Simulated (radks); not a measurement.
All-electron atom: Cr1.125+ in [Ne] 3s2 3p5.875 3d5 (fractional occupations, a model configuration).

All-electron calculation, scalar-relativistic Kohn-Sham, PBEsol, spin-unpolarised, spherical densities, finite nucleus; Fermi nuclear charge, rms radius 3.6452 fm. Program: a radial shooting solver on a logarithmic mesh with Libxc functionals.

Energy parts (hartree):
part                       energy
total                 -1048.95344
kinetic                1059.44943
electron-nucleus      -2497.34403
Hartree                 436.27552
exchange-correlation    -47.33436

Orbitals (lengths in bohr, moments of r in powers of bohr; <r^-3> diverges for s and p1/2; r(90%) holds 90 % of the orbital's charge):
| orbital | occ. | eigenvalue (hartree) | <r^-3> | r(90%) |
|---|---|---|---|---|
| 1s | 2 | -216.2136 | - | 0.114 |
| 2s | 2 | -24.80275 | - | 0.455 |
| 2p | 6 | -20.90766 | 361.6 | 0.427 |
| 3s | 2 | -3.02913 | - | 1.36 |
| 3p | 5.875 | -1.98496 | 42.81 | 1.50 |
| 3d | 5 | -0.41779 | 3.015 | 2.45 |

The highest occupied level is 3d at -11.369 eV. The density falls to 0.001 e/bohr^3 at r = 3.55 bohr.
